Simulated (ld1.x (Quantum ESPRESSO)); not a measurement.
## LDA (PZ) ultrasoft dataset for C (Z = 6), non-relativistic all-electron reference.

Input for ld1.x (Quantum ESPRESSO) 7.5:

```
&input
   title='C', zed=6., rel=0, dft='PZ', iswitch=3,
   config='[He] 2s2 2p2',
   nld=2, rlderiv=2.20, eminld=-3.0, emaxld=5.0, deld=0.02
 /
 &inputp
   pseudotype=3, tm=.true., lloc=-1, rcloc=1.25,
   nlcc=.true., new_core_ps=.true., rcore=1.40,
   which_augfun='PSQ', rmatch_augfun=1.20,
   file_pseudopw='C.UPF', file_wfcaegen='ae.wfc', file_wfcncgen='nc.wfc', file_beta='beta', file_chi='chi', file_wfcusgen='us.wfc'
 /
4
2S  1  0   2.00   0.00  1.45  1.55  0.0
2S  1  0   0.00   3.75  1.45  1.55  0.0
2P  2  1   2.00   0.00  1.75  2.00  0.0
2P  2  1   0.00   0.80  1.75  2.00  0.0
 &test
   configts(1)='2s2 2p2'
 /
```

Command:

```bash
ld1.x < C.in > C.out
```

Resulting log (shortened: banner, matrices, multipoles, cross overlaps and the repeated all-electron block are left out):

```
Program LD1 v.7.5
     --------------------------- All-electron run ----------------------------

     C

     atomic number is  6.00
     dft =PZ   lsd =0 sic =0 latt =0  beta=0.20 tr2=1.0E-14
     Exchange-correlation= PZ
                           (   1   1   0   0   0   0   0)
     mesh =1073 r(mesh) = 100.30751 a.u. xmin = -7.00 dx = 0.01250
     1 Ry =  13.60569312 eV

     n l     nl                  e(Ry)          e(Ha)          e(eV)
     1 0     1S 1( 2.00)       -19.8957        -9.9479      -270.6949
     2 0     2S 1( 2.00)        -1.0019        -0.5010       -13.6322
     2 1     2P 1( 2.00)        -0.3986        -0.1993        -5.4232

     final scf error:  2.6E-15 reached in  19 iterations

     Etot =     -74.848524 Ry,     -37.424262 Ha,   -1018.366055 eV

     Ekin =      74.375553 Ry,      37.187777 Ha,    1011.930957 eV
     Encl =    -175.020131 Ry,     -87.510065 Ha,   -2381.270191 eV
     Eh   =      35.249556 Ry,      17.624778 Ha,     479.594647 eV
     Exc  =      -9.453503 Ry,      -4.726752 Ha,    -128.621467 eV

     normalization and overlap integrals

     s(1S/1S) =  1.000000  <r> =   0.2728  <r2> =    0.1009  r(max) =   0.1752
     s(2S/2S) =  1.000000  <r> =   1.5838  <r2> =    3.0429  r(max) =   1.2162
     s(2P/2P) =  1.000000  <r> =   1.7942  <r2> =    4.2259  r(max) =   1.1862

     ------------------------ End of All-electron run ------------------------

     --------------------- Generating US pseudopotential ---------------------

      Generating local potential from pseudized AE potential:
      Matching radius rcloc =   1.2500

      Local pseudo, rcloc= 1.263 Estimated cut-off energy=    15.07 Ry

      Computing core charge for nlcc:

       r > 1.41 : true rho core
      Core charge pseudized with two Bessel functions
      Integrated core pseudo-charge :   0.02
      Wfc-us  2S rcutus= 1.542  Estimated cut-off energy=    19.64 Ry
      Wfc-us  2S rcutus= 1.542  Estimated cut-off energy=    40.36 Ry
      Wfc-us  2P rcutus= 1.980  Estimated cut-off energy=    19.90 Ry
      Wfc-us  2P rcutus= 1.980  Estimated cut-off energy=    32.63 Ry

     Q pseudized with Bessel functions
     Expected ecutrho=     184.9125 due to l1=  1   l2=  1

     ------------------- End of pseudopotential generation -------------------

     Computing logarithmic derivative in   2.20232
     Computing logarithmic derivative in   2.20232
     Computing the partial wave expansion
     R is outside the sphere for l=    0 j= 0.00
     R is outside the sphere for l=    0 j= 0.00
     R is outside the sphere for l=    1 j= 0.00
     R is outside the sphere for l=    1 j= 0.00

     ---------------------- Testing the pseudopotential ----------------------

     C

     atomic number is  6.00   valence charge is  4.00
     dft =PZ   lsd =0 sic =0 latt =0  beta=0.20 tr2=1.0E-14
     mesh =1073 r(mesh) = 100.30751 xmin = -7.00 dx = 0.01250

     n l     nl             e AE (Ry)        e PS (Ry)    De AE-PS (Ry)
     1 0     2S   1( 2.00)       -1.00195       -1.00195        0.00000
     2 1     2P   1( 2.00)       -0.39860       -0.39860        0.00000

     eps = 1.5E-19  iter =  1

     Etot =     -74.848524 Ry,     -37.424262 Ha,   -1018.366055 eV
     Etotps =   -10.705882 Ry,      -5.352941 Ha,    -145.660945 eV

     Ekin =       4.845897 Ry,       2.422948 Ha,      65.931783 eV
     Encl =     -23.441182 Ry,     -11.720591 Ha,    -318.933529 eV
     Ehrt =       8.729001 Ry,       4.364501 Ha,     118.764110 eV
     Ecxc =      -2.759801 Ry,      -1.379900 Ha,     -37.549002 eV
     (Ecc =      -0.004338 Ry,      -0.002169 Ha,      -0.059020 eV)
     Epseu=       1.920203 Ry,       0.960101 Ha,      26.125692 eV

     ---------------------- End of pseudopotential test ----------------------
```

Generation and configuration tests took about 3.5 s on one core of a shared server CPU.

Transferability test of the new file with ld1.x, input:

```
&input
   title='C', zed=6., rel=0, dft='PZ', iswitch=2,
   config='[He] 2s2 2p2'
 /
 &test
   file_pseudo='C.UPF', nconf=10,
   configts(1)='2s2 2p2',
   configts(2)='2s2 2p1',
   configts(3)='2s2 2p0',
   configts(4)='2s1 2p0',
   configts(5)='2s2 2p1.5',
   configts(6)='2s1 2p2',
   configts(7)='2s0 2p4',
   configts(8)='2s2 2p2.3',
   configts(9)='2s2 2p2', lsdts(9)=1,
   configts(10)='2s2 2p1', lsdts(10)=1
 /
```

```bash
ld1.x < C.test.in > C.test.out
```

Pseudopotential blocks of its output, shortened (energy terms left out):

```
     ---------------------- Testing the pseudopotential ----------------------

     n l     nl             e AE (Ry)        e PS (Ry)    De AE-PS (Ry)
     1 0     2S   1( 2.00)       -1.00195       -1.00195        0.00000
     2 1     2P   1( 2.00)       -0.39860       -0.39860        0.00000

     eps = 1.5E-19  iter =  1

     Etot =     -74.848524 Ry,     -37.424262 Ha,   -1018.366055 eV
     Etotps =   -10.705882 Ry,      -5.352941 Ha,    -145.660945 eV

     ---------------------- End of pseudopotential test ----------------------

          ---------------------- Testing the pseudopotential ----------------------

     n l     nl             e AE (Ry)        e PS (Ry)    De AE-PS (Ry)
     1 0     2S   1( 2.00)       -1.88106       -1.88041       -0.00065
     2 1     2P   1( 1.00)       -1.25871       -1.25725       -0.00147

     eps = 3.5E-17  iter =  7

     Etot =     -74.040663 Ry,     -37.020332 Ha,   -1007.374544 eV
     Etotps =    -9.898461 Ry,      -4.949230 Ha,    -134.675420 eV
     dEtot_ae =       0.807861 Ry
     dEtot_ps =       0.807421 Ry,   Delta E=       0.000440 Ry

     ---------------------- End of pseudopotential test ----------------------

          ---------------------- Testing the pseudopotential ----------------------

     n l     nl             e AE (Ry)        e PS (Ry)    De AE-PS (Ry)
     1 0     2S   1( 2.00)       -2.95128       -2.94393       -0.00735  !
     2 1     2P   1( 0.00)       -2.34087       -2.32825       -0.01263  !

     eps = 1.4E-15  iter =  9

     Etot =     -72.257381 Ry,     -36.128691 Ha,    -983.111752 eV
     Etotps =    -8.120630 Ry,      -4.060315 Ha,    -110.486798 eV
     dEtot_ae =       2.591143 Ry
     dEtot_ps =       2.585252 Ry,   Delta E=       0.005891 Ry

     ---------------------- End of pseudopotential test ----------------------

          ---------------------- Testing the pseudopotential ----------------------

     n l     nl             e AE (Ry)        e PS (Ry)    De AE-PS (Ry)
     1 0     2S   1( 1.00)       -4.10449       -4.07962       -0.02487  !
     2 1     2P   1( 0.00)       -3.53359       -3.49507       -0.03852  !

     eps = 1.3E-15  iter =  7

     Etot =     -68.733239 Ry,     -34.366620 Ha,    -935.163361 eV
     Etotps =    -4.611149 Ry,      -2.305574 Ha,     -62.737875 eV
     dEtot_ae =       6.115285 Ry
     dEtot_ps =       6.094733 Ry,   Delta E=       0.020552 Ry

     ---------------------- End of pseudopotential test ----------------------

          ---------------------- Testing the pseudopotential ----------------------

     n l     nl             e AE (Ry)        e PS (Ry)    De AE-PS (Ry)
     1 0     2S   1( 2.00)       -1.41380       -1.41374       -0.00006
     2 1     2P   1( 1.50)       -0.79752       -0.79721       -0.00031

     eps = 3.1E-17  iter =  7

     Etot =     -74.552295 Ry,     -37.276147 Ha,   -1014.335644 eV
     Etotps =   -10.409706 Ry,      -5.204853 Ha,    -141.631270 eV
     dEtot_ae =       0.296230 Ry
     dEtot_ps =       0.296176 Ry,   Delta E=       0.000054 Ry

     ---------------------- End of pseudopotential test ----------------------

          ---------------------- Testing the pseudopotential ----------------------

     n l     nl             e AE (Ry)        e PS (Ry)    De AE-PS (Ry)
     1 0     2S   1( 1.00)       -1.88749       -1.88636       -0.00113
     2 1     2P   1( 2.00)       -1.26372       -1.26339       -0.00034

     eps = 8.1E-17  iter =  7

     Etot =     -73.417606 Ry,     -36.708803 Ha,    -998.897423 eV
     Etotps =    -9.275425 Ry,      -4.637712 Ha,    -126.198581 eV
     dEtot_ae =       1.430918 Ry
     dEtot_ps =       1.430457 Ry,   Delta E=       0.000461 Ry

     ---------------------- End of pseudopotential test ----------------------

          ---------------------- Testing the pseudopotential ----------------------

     n l     nl             e AE (Ry)        e PS (Ry)    De AE-PS (Ry)
     1 0     2S   1( 0.00)       -1.06300       -1.06103       -0.00197
     2 1     2P   1( 4.00)       -0.45467       -0.45475        0.00008

     eps = 2.1E-16  iter =  7

     Etot =     -73.636737 Ry,     -36.818369 Ha,   -1001.878851 eV
     Etotps =    -9.496137 Ry,      -4.748069 Ha,    -129.201527 eV
     dEtot_ae =       1.211787 Ry
     dEtot_ps =       1.209745 Ry,   Delta E=       0.002042 Ry

     ---------------------- End of pseudopotential test ----------------------

          ---------------------- Testing the pseudopotential ----------------------

     n l     nl             e AE (Ry)        e PS (Ry)    De AE-PS (Ry)
     1 0     2S   1( 2.00)       -0.78741       -0.78736       -0.00005
     2 1     2P   1( 2.30)       -0.19427       -0.19430        0.00003

     eps = 4.6E-15  iter =  7

     Etot =     -74.936721 Ry,     -37.468360 Ha,   -1019.566026 eV
     Etotps =   -10.794083 Ry,      -5.397042 Ha,    -146.860987 eV
     dEtot_ae =      -0.088196 Ry
     dEtot_ps =      -0.088201 Ry,   Delta E=       0.000005 Ry

     ---------------------- End of pseudopotential test ----------------------

          ---------------------- Testing the pseudopotential ----------------------

     n l     nl             e AE (Ry)        e PS (Ry)    De AE-PS (Ry)
     1 0     2S   1( 1.00)       -1.05892       -1.06187        0.00295
     2 1     2P   1( 2.00)       -0.45169       -0.45516        0.00347
     1 0     2S   2( 1.00)       -0.87736       -0.86445       -0.01291  !
     2 1     2P   2( 0.00)       -0.28506       -0.27201       -0.01305  !

     eps = 6.5E-15  iter =  9

     Etot =     -74.931478 Ry,     -37.465739 Ha,   -1019.494688 eV
     Etotps =   -10.797260 Ry,      -5.398630 Ha,    -146.904200 eV
     dEtot_ae =      -0.082953 Ry
     dEtot_ps =      -0.091378 Ry,   Delta E=       0.008424 Ry

     ---------------------- End of pseudopotential test ----------------------

          ---------------------- Testing the pseudopotential ----------------------

     n l     nl             e AE (Ry)        e PS (Ry)    De AE-PS (Ry)
     1 0     2S   1( 1.00)       -1.92935       -1.93270        0.00336
     2 1     2P   1( 1.00)       -1.30724       -1.31101        0.00376
     1 0     2S   2( 1.00)       -1.81225       -1.80329       -0.00896  !
     2 1     2P   2( 0.00)       -1.18989       -1.17786       -0.01204  !

     eps = 8.4E-15  iter = 11

     Etot =     -74.069823 Ry,     -37.034911 Ha,   -1007.771280 eV
     Etotps =    -9.931485 Ry,      -4.965743 Ha,    -135.124738 eV
     dEtot_ae =       0.778702 Ry
     dEtot_ps =       0.774397 Ry,   Delta E=       0.004305 Ry

     ---------------------- End of pseudopotential test ----------------------
```
